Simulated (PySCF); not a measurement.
An unknown is described by computed data only.

Elements present: B, C, F, H and S. Monoisotopic mass: 113.9922 u.

| Item | Value |
| --- | --- |
| 13C NMR | chemical shifts (computed TMS as zero) by class: 136.3 (1 C) ppm [GIAO PBE0/pcSseg-1] |
| 1H NMR | chemical shifts (computed TMS as zero) by class: 7.36 (2 H) ppm [GIAO PBE0/pcSseg-1] |
| NMR, other nuclei | isotropic shieldings of nuclei other than C and H, by class: 33 (1 B), 227 (3 F), 237 (1 S) ppm [GIAO PBE0/pcSseg-1] |
| Triplet | lowest triplet excitation (Tamm–Dancoff): 5.02 eV [TDA wB97X-D/def2-SVPD] |
| Dipole | 1.03 D [wB97X-D/def2-SVPD] |
| Valence photoelectron | vertical ionisation energy: 11.38 eV [ΔSCF wB97X-D/def2-SVPD] |
| Rotational structure | rotational constants A, B, C: 4.602, 2.360, 2.135 GHz [PBE0-D3(BJ)/def2-SVP] |
| UV, first state | lowest singlet excitation: 6.33 eV (196 nm, f = 0.000) [TDDFT wB97X-D/def2-SVPD] |

Gas-phase values; electronic properties from PySCF, density fitting. Levels stand in brackets. One conformer (not necessarily the lowest) at the PBE0-D3(BJ)/def2-SVP geometry, without solvent, vibrations or thermal averaging. Each NMR value is the plain mean over a class of atoms that symmetry, rotation or inversion makes alike.

Problem. Which formula fits the mass and the elements?

Solution. CH2BF3S (calculated 113.9922). No other formula that holds each of these elements comes within 0.0003 u with a fitting electron parity and a possible valence count.

Problem. What is the compound? Reason from the data.

Solution. Numbering: `[BH2:1][S:2][C:3]([F:4])([F:5])[F:6]`. The one carbon: CF3 carbon [C3] (136.3 ppm). All hydrogens form one class (7.36 ppm): B–H hydrogen. The other shieldings belong to: 33 ppm, three-coordinate boron [B1]; 227 ppm, fluorine of a CF3 group [F4/F5/F6]; 237 ppm, sulfur bonded to B and C [S2]. The first electron is taken from the HOMO, whose largest Löwdin shares are 0.70 on the sulfur bonded to B and C, 0.15 on the three-coordinate boron and 0.06 on the CF3 carbon. The optimised geometry has point group Cs and is an asymmetric top. Structure: `BSC(F)(F)F`. The assignments are read from this structure; whether some other isomer fits the data as well wasn't checked.

Shape of the structure used: `[BH2:1][S:2][C:3]([F:4])([F:5])[F:6]`: B1–S2–C3–F4 60°.
